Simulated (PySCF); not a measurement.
# Pb (lead, neutral): BP86 calculation

Configuration: [Xe] 4f14 5d10 6s2 6p2, high-spin 3P determinant. All numbers are calculated (PySCF 2.14, a scalar-relativistic core potential, in aug-cc-pVDZ-PP with ECP60MDF).

```json
{
  "Total energy": "-192.9803 hartree",
  "One-electron energy": "-335.8734 hartree",
  "Hartree (Coulomb) energy": "159.0508 hartree",
  "Exchange-correlation energy": "-16.1577 hartree",
  "⟨S²⟩": "2.0014",
  "⟨L²⟩": "2.004",
  "Sum of ⟨r⟩": "32.34 bohr",
  "Sum of ⟨r²⟩": "66.36 bohr²",
  "Traceless quadrupole moment −½Σ⟨3z² − r²⟩ along its main axis": "5.04 e·bohr²",
  "Time after the integrals": "0.46 s of wall time on 1 thread of Neoverse-V1 (shared host)"
}
```

| shell | electrons | mean orbital energy (hartree) | spread (hartree) | rms radius, mean of both spins (bohr) |
| --- | --- | --- | --- | --- |
| 5s α | 1 | -5.32721 | 0 | 0.918 |
| 5s β | 1 | -5.32440 | 0 | 0.918 |
| 5p α | 3 | -3.19681 | 0.01333 | 1.05 |
| 5p β | 3 | -3.19453 | 0.01579 | 1.05 |
| 5d α | 5 | -0.78025 | 0.01534 | 1.42 |
| 5d β | 5 | -0.77361 | 0.02079 | 1.42 |
| 6s α | 1 | -0.45739 | 0 | 2.47 |
| 6s β | 1 | -0.42418 | 0 | 2.47 |
| 6p α | 2 | -0.14787 | 0 | 3.59 |

Energies and moments cover only the electrons outside the core potential. Spin-orbit coupling is strong in this species (close to jj coupling), so the high-spin LS determinant is a model state, not a physical level.
